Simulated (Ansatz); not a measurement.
`F[Si](F)(Cl)Br` and `N[Si](F)(Cl)Br` differ in one atom or group.

Ansatz, PBE0-D4/def2-TZVP geometries, multiplicity 1. Each molecule was computed in one conformer, which needn't be the lowest.

Scalar relativity is left out up to krypton.

```
                                          property  `F[Si](F)(Cl)Br`
                HOMO energy (PBE0/def2-TZVPP) / eV             -9.33
    size of the dipole moment (PBE/def2-TZVPP) / D              0.71
           HOMO–LUMO gap (ωB97M-V/def2-TZVPP) / eV             13.25
             HOMO energy (ωB97M-V/def2-TZVPP) / eV            -11.54
             LUMO energy (ωB97M-V/def2-TZVPP) / eV              1.71
size of the dipole moment (ωB97M-V/def2-TZVPP) / D              0.73
```

Question: Give the same properties after the change, and the shifts. (Best estimate.)

Answer: Ansatz gave: 
```
                                          property  `N[Si](F)(Cl)Br`  shift
                HOMO energy (PBE0/def2-TZVPP) / eV             -8.39   0.94
    size of the dipole moment (PBE/def2-TZVPP) / D              2.54   1.83
           HOMO–LUMO gap (ωB97M-V/def2-TZVPP) / eV             12.64  -0.61
             HOMO energy (ωB97M-V/def2-TZVPP) / eV            -10.73   0.81
             LUMO energy (ωB97M-V/def2-TZVPP) / eV              1.92   0.21
size of the dipole moment (ωB97M-V/def2-TZVPP) / D              2.58   1.85
```

With PBE0 the HOMO rises by 0.94 eV and the LUMO rises by 0.53 eV, so the gap narrows by about 0.41 eV. PBE moves the HOMO by 1.06 eV and ωB97M-V by 0.81 eV. The zero-point energy changes by 59.9 kJ/mol with +6 modes. Dipoles are sizes alone; their direction can turn.

Spin–orbit coupling is left out; it splits and shifts lone-pair levels of the heavy atoms by tenths of an eV.
